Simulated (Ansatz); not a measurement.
The same path of CH$_{5}$BClFO (10 atoms, charge 0, multiplicity 1) was run 3 times with different band settings. Lost on the way: B1–C2, O8–H10. Made: C2–H10.

Method: Ansatz 0.2.0, RKS PBE-D4/def2-mTZVP.

Relaxed end points:

```xyz
10
Properties=species:S:1:pos:R:3
B -0.114 -0.216 0.453
C 0.134 0.335 1.907
H -0.683 0.091 2.602
H 1.073 -0.052 2.333
H 0.215 1.433 1.881
F 0.916 -0.171 -0.458
Cl -1.776 0.179 -0.317
O -0.281 -1.985 0.616
H 0.268 -2.334 -0.120
H -1.211 -2.147 0.340
```

```xyz
10
Properties=species:S:1:pos:R:3
B -0.307 -0.704 -0.782
C 0.213 0.052 2.548
H -0.882 0.051 2.483
H 0.515 0.259 3.581
H 0.619 0.829 1.888
F 0.750 0.065 -1.035
Cl -1.931 0.028 -0.840
O -0.106 -2.016 -0.509
H -0.934 -2.503 -0.341
H 0.604 -0.927 2.245
```

Common settings: spring 5.0 eV/Å²; optimiser quadratic models (default); start path through a guess of the saddle point; iteration limit 60; end points relaxed.

| run | movable images | climbing image | force threshold |
| --- | --- | --- | --- |
| 1 | 9 | yes | 0.05 eV/Å |
| 2 | 6 | no | 0.05 eV/Å |
| 3 | 9 | yes | 0.5 eV/Å |

(1) What does each run give, and how far can it be trusted?

Answers

(1) Run 1: converged after 28 iterations, highest image 1.267 eV above the first end. Neighbouring images differ by up to 1.4 eV, so the band resolves the path poorly. A vibrational analysis at the climbing image gives one clearly imaginary mode, 1286i cm⁻¹: a first-order saddle point.
Run 2: converged after 13 iterations, highest image 0.522 eV above the first end. Neighbouring images differ by up to 1.3 eV, so the band resolves the path poorly. No image climbed, so the highest image needn't sit at the top of the path. A band with more images between the same ends climbed to 1.27 eV, so this one has probably stepped over the top.
Run 3: converged after 16 iterations, highest image 1.280 eV above the first end. The threshold of 0.5 eV/Å is loose, so the images may lie well off the minimum-energy path. Neighbouring images differ by up to 1.3 eV, so the band resolves the path poorly. The order of the stationary point at the top wasn't checked.
The orbitals stay closed-shell, which can raise the energy where a bond breaks towards radicals; this wasn't checked here.
